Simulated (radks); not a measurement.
Values are calculated unless marked as measured or tabulated.
Coherent X-ray form factor from a spherical all-electron density. Code: a radial shooting solver on a logarithmic mesh with Libxc functionals. Model: Dirac Kohn-Sham, PBE, spin-unpolarised, spherical densities, point nucleus.

sin(theta)/lambda (1/angstrom),f0 (electrons)
0.05,27.770
0.1,27.104
0.15,26.062
0.2,24.733
0.25,23.214
0.3,21.596
0.4,18.358
0.5,15.433
0.6,12.998
0.8,9.617
1,7.723
1.25,6.446
1.5,5.625
2,4.251

The species is in the configuration that NIST lists as its ground one. Which atom or ion scatters so?

Answer. The gallium ion Ga3+, [Ar] 3d10. Extrapolating in s^2 from the first two rows gives f0(0) = 28.0, near the electron count 28; among species with that count, the fall with angle is slower the higher Z, and the table is that of Z = 31; from so few rows the species is fixed only to a neighbour or two.
